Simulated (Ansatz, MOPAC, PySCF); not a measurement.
Complex: GeH4 (SMILES [GeH4]) (first 5 atoms) with CH6Si (SMILES C[SiH3]); geometry from B3LYP-D3(BJ)/def2-TZVP, rigid monomers moved along the line of their centres of mass till Ge1···H10 is 2.91 Å.
(charge 0, multiplicity 1):
```xyz
13

Ge     0.18698    -0.15006     0.20539
H      0.70287    -1.19527     1.20463
H      0.86881    -0.35826    -1.15467
H      0.49695     1.25767     0.73187
H     -1.33267    -0.31166     0.04504
C     -1.25872     0.31449     3.59210
Si     0.49246    -0.08573     4.13479
H     -1.42131     1.39342     3.56723
H     -1.98398    -0.12059     4.28224
H     -1.46669    -0.08140     2.59700
H      1.48245     0.56984     3.24770
H      0.72941    -1.54912     4.09866
H      0.72247     0.39097     5.52081
```

Monomers are frozen at their geometry in the pair; levels with a basis set take the counterpoise correction. Rows marked so take none.

Rows in 3-21G, 6-31G* carry no dispersion term and start afresh at each structure (6-31G* with six Cartesian d functions); the Pople sets are all-electron and without relativity. The state reached by AM1, PM7 isn't checked; PM7 holds dispersion and hydrogen-bond terms.

Codes used: Ansatz (Gaussian orbitals); MOPAC for AM1, PM7 (differences of heats of formation); PySCF for 3-21G rows, 6-31G* rows, the dispersion terms. 

```tsv
level	interaction energy (kcal/mol)
AM1	0.36
PM7	-0.46
HF/6-31G*	3.21
HF/def2-SVPD	3.19
PBE/def2-TZVPPD	0.90
r2SCAN/def2-TZVPPD	0.20
B3LYP/3-21G (no counterpoise)	0.41
B3LYP/def2-TZVPPD	…
PBE0-D4/def2-TZVPPD	…
```

Question: What belongs in the gaps?

Answer: 
- B3LYP/def2-TZVPPD, interaction energy (kcal/mol): 2.27
- PBE0-D4/def2-TZVPPD, interaction energy (kcal/mol): -0.88

Ansatz is a first-principles code.
